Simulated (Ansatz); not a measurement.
A series at Si: from `N[Si](N)(N)F`, ligands are replaced one by one, each step taking up H₂ and setting free NH₃; n counts the steps. Ansatz, PBE0-D4/def2-TZVP geometries. Each molecule was computed in one conformer, which needn't be the lowest.

```tsv
n	molecule	HOMO energy, ωB97M-V/def2-TZVPP (eV)
0	`N[Si](N)(N)F`	-9.92
1	`N[SiH](N)F`	?
2	`N[SiH2]F`	-10.59
3	`F[SiH3]`	-12.06
```

**Question.** By hand: fit a straight line y = ȳ + b (n − n̄) to the 3 given rows and predict n = 1.

**Answer.** n̄ = 1.667, ȳ = -10.857; Σ(n − n̄)(y − ȳ) = -3.077, Σ(n − n̄)² = 4.667, so b = -0.659 eV a step. Prediction: -10.857 + (-0.659) × (-0.667) = -10.42 eV.

**Question.** By hand: compare with the computed value, -10.04 eV, and give the steps along the whole series.

**Answer.** The line misses by 0.38 eV (computed minus predicted). Steps: -0.12, -0.55, -1.47 eV.

One step carries most of the change, so a line is a poor guide. The highest orbital can change its character along such a series. The miss is 17.8 % of the series' range.
